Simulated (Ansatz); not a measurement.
Compare A (`[CH3][SnH2][CH2][SiH3]`) with its isomer B (`[CH3][SnH]([CH3])[SiH3]`).

Program: Ansatz. Geometries: PBE0-D4/def2-TZVP. ΔE: electronic, gas phase. CCSD(T)/CBS is the MP2 limit (def2-TZVPP, def2-QZVPP) plus CCSD(T) − MP2 in def2-TZVPP, frozen cores. Functionals use def2-TZVPP. B3LYP here is the variant with VWN-RPA as its local correlation; programs differ in this. Elements past krypton have def2 core potentials. For Sn outer-core shells are correlated without core-valence functions, which leaves a few kJ/mol of doubt a bond. Each species was taken in one conformer, which may not be the lowest.

A:

```xyz
14

C    -0.514   -2.141    0.191
Sn    1.067   -0.825   -0.398
C     0.723    1.129    0.440
Si   -0.882    1.907   -0.098
H    -0.566   -2.194    1.279
H    -1.466   -1.772   -0.189
H    -0.338   -3.142   -0.203
H     1.130   -0.694   -2.104
H     2.571   -1.414    0.173
H     0.745    1.026    1.528
H     1.564    1.766    0.154
H    -1.086    3.255    0.501
H    -2.031    1.050    0.306
H    -0.916    2.047   -1.580
```

B:

Z-matrix (Å, degrees):
```
C
Sn 1 2.147
H 1 1.090 2 110.0
H 1 1.091 2 109.7 3 -119.8
H 1 1.090 2 110.4 3 120.2
C 2 2.147 1 108.8 3 61.9
Si 2 2.568 1 110.6 3 -59.8
H 2 1.718 1 108.6 3 179.9
H 6 1.090 2 110.0 1 -62.0
H 6 1.091 2 109.7 1 57.8
H 6 1.090 2 110.4 1 177.8
H 7 1.489 2 111.1 1 -180.0
H 7 1.489 2 110.4 1 60.3
H 7 1.489 2 111.1 1 -59.4
```

**Question.** Which is lower in electronic energy at CCSD(T)/CBS, and by how much? (An estimate is asked.)

**Answer.** The calculation gave: B, by 23.1 kJ/mol.

**Question.** Give E(B) − E(A) in kJ/mol with ωB97M-V, HF/def2-TZVPP, CCSD/def2-TZVPP, B3LYP, PBE0-D4, MP2/def2-TZVPP, PBE-D4. (Best estimate.)

**Answer.** Ansatz gave: ωB97M-V -19.3, HF/def2-TZVPP -18.4, CCSD/def2-TZVPP -19.9, B3LYP -28.6, PBE0-D4 -28.2, MP2/def2-TZVPP -19.0, PBE-D4 -31.2. None reverses the order clearly.

Largest T1 diagnostic: 0.011.

From PBE to PBE0 (25 % exact exchange), in def2-TZVPP and without D4, E(B) − E(A) moves by +3.4 kJ/mol. The D4 term adds +3.3 kJ/mol with B3LYP and +1.6 kJ/mol with PBE0; it sums over pairs of atoms, weighted by their polarisabilities, and B3LYP, whose exchange is more repulsive, gets the larger term.
